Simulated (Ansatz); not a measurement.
Stepwise reaction of `CO[Si](S)(Cl)Cl` with hydrogen fluoride, as a gas-phase model of exchange steps in deposition or etching. ΔE in kJ/mol.

Calculated with Ansatz (gas phase, PBE0-D4/def2-TZVP geometries, no zero-point term in ΔE). CCSD(T)/CBS adds triple-zeta CCSD(T) − MP2 to the extrapolated MP2 energy (def2 sets, frozen cores). This one scheme is used for every species. DFT in def2-TZVPP. B3LYP here is the variant with VWN-RPA as its local correlation; programs differ in this. One conformer a species, not always the lowest.

| step | reaction | PBE-D4 | B3LYP-D4 | ωB97M-V | CCSD(T)/CBS |
| --- | --- | --- | --- | --- | --- |
| 2 | `CO[Si](F)(S)Cl` + H–F → `CO[Si](F)(F)S` + HCl | -38.9 | -49.5 | -49.0 | -46.6 |

Task: Give the row of step 1, `CO[Si](S)(Cl)Cl` + H–F → `CO[Si](F)(S)Cl` + HCl. (Best estimate.)

Result: Computed: 
| step | reaction | PBE-D4 | B3LYP-D4 | ωB97M-V | CCSD(T)/CBS |
| --- | --- | --- | --- | --- | --- |
| 1 | `CO[Si](S)(Cl)Cl` + H–F → `CO[Si](F)(S)Cl` + HCl | -42.3 | -52.2 | -51.3 | -48.1 |

Task: By hand: ΔE of the 2 steps together at CCSD(T)/CBS.

Result: (-48.1) + (-46.6) = -94.7 kJ/mol, or -47.4 kJ/mol a step.

In ΔE the steps differ by no more than 1.5 kJ/mol. All are downhill at CCSD(T)/CBS. PBE-D4 differs from CCSD(T)/CBS by 5.8 to 7.7 kJ/mol a step. Isolated molecules leave out the surface, adducts and barriers. Largest T1 diagnostic: 0.012.
